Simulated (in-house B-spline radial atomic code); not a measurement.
# PBE excitations of Ru⁸⁺

Method: PBE. Computed with an all-electron radial atomic-structure program (B-spline basis): linear response of the closed shell [Ar] 3d10 4s2 4p6 with the functional's adiabatic kernel; scalar-relativistic (spin-free one-electron X2C), finite nucleus, no spin-orbit coupling, no double excitations, S, P, D and F terms only; shells from n = 2 respond. Only terms of natural parity with L up to 3 were computed.

Command:
```bash
python run_td.py task.json out
```
Settings (radii: box in bohr, nucleus in fm):
```
Z                        44
electrons                36
configuration            [Ar] 3d10 4s2 4p6
hamiltonian              x2c
method                   pbe,pbe
box_radius               11.59
rms_radius               4.4809
intervals                69
```

Run time, properties included: 2.1 s on 1 thread of Arm Neoverse N1, with other jobs on the host.

The lowest states, in the order of their Tamm-Dancoff energies; the method's threshold (minus the highest occupied level) is 169.18 eV. Labels give the largest channel, * marks a mixed state, and oscillator strengths are full-response dipole values. Semilocal kernels can invert the small singlet-triplet splittings of Rydberg terms. Energies in eV:

```csv
state,full response,Tamm-Dancoff,oscillator strength
4p → 4d 3P,46.25,46.35,-
4p → 4d 3F,46.74,46.86,-
4p → 4d 1F,50.10,50.13,-
4p → 4d 1P,61.68,63.86,5.29
4p → 5s 3P,?,?,-
4s → 4d 3D,79.77,79.83,-
4p → 5s 1P,80.46,80.49,0.591
4s → 4d 1D,83.51,83.60,-
4p → 5p 3S,90.17,90.20,-
4p → 5p 3D,90.88,90.89,-
4p → 5p 1D,91.40,91.41,-
4p → 4f 3D,94.44,94.48,-
4p → 5p 1S,94.78,95.00,-
4p → 4f 1D,99.91,100.11,-
4p → 5d 3P,108.00,108.01,-
4p → 5d 3F,?,?,-
4p → 5d 1F,108.60,108.60,-
4p → 5d 1P,109.80,110.02,8.1e-05
4s → 5s 3S,112.16,112.17,-
4s → 5s 1S,113.87,113.96,-
4p → 6s 3P,119.15,119.16,-
4p → 6s 1P,119.42,119.42,0.114
```

Question: Where does 4p → 5d 3F lie?

Answer: At 108.16 eV in full response, 108.17 eV in Tamm-Dancoff.

Question: Where does 4p → 5s 3P lie?

Answer: At 79.64 eV in full response, 79.65 eV in Tamm-Dancoff.

Question: How large is the singlet-triplet splitting of 4p → 4d (F terms) in Tamm-Dancoff?

Answer: 3.27 eV, from the unrounded values.

Question: What polarisabilities and dispersion coefficient does the method give?

Answer: Dipole 1.175 bohr³, quadrupole 1.29 bohr⁵, C6 2.617 hartree·bohr⁶ for two such species.
